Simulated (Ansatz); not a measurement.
## Molecular dynamics of CH₆AlFSi

The input (input.yaml):

```yaml
crystal:
  periodic: [false, false, false]
  atoms:
    - { symbol: C, position_ang: [0.21395, 1.519634, -0.553672] }
    - { symbol: Si, position_ang: [-0.494705, 0.183543, 0.585188] }
    - { symbol: Al, position_ang: [0.311954, -2.063721, 0.029228] }
    - { symbol: F, position_ang: [-0.249896, -3.356807, 0.907825] }
    - { symbol: H, position_ang: [-0.16418, 2.507709, -0.27145] }
    - { symbol: H, position_ang: [-0.063458, 1.337389, -1.597136] }
    - { symbol: H, position_ang: [1.3071, 1.547637, -0.497593] }
    - { symbol: H, position_ang: [-1.989396, 0.210023, 0.516513] }
    - { symbol: H, position_ang: [-0.142034, 0.500588, 2.004821] }
    - { symbol: H, position_ang: [1.353865, -2.437194, -1.120725] }
basis:
  gaussian: { orbitals: "6-31G*" }
hamiltonian:
  xc: pbe0
  dispersion: d4
md:
  timestep: 1.0
  n_steps: 150
  ensemble: nvt_nose_hoover
  temperature: 300.0
  initial_velocities: maxwell_boltzmann
  seed: 732839
  nose_hoover: { tau: 20.0, chain_length: 1 }
scf:
  lower_state_search: "off"
```

Run as:

```bash
$ ansatz run input.yaml --threads 1 --pin off --max-ram 2048MiB --backend cpu --events-out ev --progress --plain --runs-dir out
```

It starts from a relaxed structure.

Output, in part (step lines, the closing report, with atoms numbered from 0):

```
md step     0: t =     0.00 fs  T =   300.0 K  F+E_penalty+E_count = -18316.87074966 eV  E_kin = 0.310224 eV  conserved = -18316.56052566 eV  (14 SCF iters)
[... lines left out ...]
Total energy: -18316.68064980 eV, -673.1255983881 hartree
Atom 0 at    -0.000778     1.364535    -0.807667 Å, force    -0.568745     0.048980     0.211427 eV/Å
Atom 1 at    -0.443533     0.235799     0.663052 Å, force     0.066897     0.621635     0.605267 eV/Å
Atom 2 at     0.464464    -2.028453     0.319217 Å, force     0.394283     0.439432    -0.377415 eV/Å
Atom 3 at    -0.435869    -3.390521     0.516563 Å, force    -0.264668    -0.357639     0.147919 eV/Å
Atom 4 at    -0.048147     2.432576    -0.575155 Å, force    -0.000957    -0.046737     0.354323 eV/Å
Atom 5 at    -0.596573     1.250920    -1.719526 Å, force     0.277588    -0.398634    -0.040489 eV/Å
Atom 6 at     1.045449     1.106880    -0.941222 Å, force     0.332227     0.094143    -0.623148 eV/Å
Atom 7 at    -1.824506     0.342473     1.237393 Å, force    -0.072807    -0.132643    -0.363851 eV/Å
Atom 8 at     0.333550     0.898897     1.781125 Å, force     0.086081    -0.328930    -0.097759 eV/Å
Atom 9 at     1.947850    -2.282039    -0.279013 Å, force    -0.249898     0.060393     0.183724 eV/Å
Dipole moment:     0.108653     0.283991    -0.128283 e Å
```

The steps, from the saved trajectory:

| time (fs) | T (K) | potential energy less start (eV) | conserved less start (meV/atom) |
| --- | --- | --- | --- |
| 0.0 | 300 | 0.000 | 0.00 |
| 5.0 | 182 | 0.125 | 0.14 |
| 10.0 | 102 | 0.214 | 0.15 |
| 15.0 | 158 | 0.172 | 0.11 |
| 20.0 | 218 | 0.151 | 0.20 |
| 25.0 | 202 | 0.220 | 0.23 |
| 30.0 | 198 | 0.277 | 0.33 |
| 35.0 | 377 | 0.185 | 0.34 |
| 40.0 | 378 | 0.305 | 0.44 |
| 45.0 | 292 | 0.477 | 0.53 |
| 50.0 | 370 | 0.477 | 0.63 |
| 55.0 | 633 | 0.305 | 0.35 |
| 60.0 | 504 | 0.482 | 0.43 |
| 65.0 | 370 | 0.618 | 0.54 |
| 70.0 | 552 | 0.402 | 0.35 |
| 75.0 | 633 | 0.225 | 0.08 |
| 80.0 | 280 | 0.473 | 0.41 |
| 85.0 | 209 | 0.488 | 0.30 |
| 90.0 | 272 | 0.369 | 0.19 |
| 95.0 | 272 | 0.314 | 0.32 |
| 100.0 | 268 | 0.259 | 0.26 |
| 105.0 | 260 | 0.221 | 0.24 |
| 110.0 | 249 | 0.186 | 0.22 |
| 115.0 | 131 | 0.279 | 0.28 |
| 120.0 | 129 | 0.269 | 0.19 |
| 125.0 | 143 | 0.255 | 0.28 |
| 130.0 | 241 | 0.163 | 0.15 |
| 135.0 | 193 | 0.231 | 0.21 |
| 140.0 | 215 | 0.233 | 0.22 |
| 145.0 | 290 | 0.197 | 0.20 |
| 150.0 | 345 | 0.190 | 0.12 |

The run went to its last step. The conserved energy stayed within 0.7 meV per atom of its start (net change 0.12 meV per atom), so the integration is sound. The mean temperature of the second half is 19 % below the set value. A run of 0.15 ps of so small a system gives no equilibrium averages.

The same pairs are bonded in the first frame and the last. Pairs count as bonded within 1.25 times the sum of covalent radii (0.12 Å more for H–H).

Last frame:

```xyz
10
Properties=species:S:1:pos:R:3
C -0.001 1.365 -0.808
Si -0.444 0.236 0.663
Al 0.465 -2.029 0.319
F -0.436 -3.390 0.517
H -0.048 2.433 -0.575
H -0.597 1.251 -1.720
H 1.045 1.107 -0.941
H -1.825 0.343 1.237
H 0.334 0.899 1.781
H 1.948 -2.282 -0.279
```

Time of the run: 6.9 min on 1 CPU thread of a shared host.
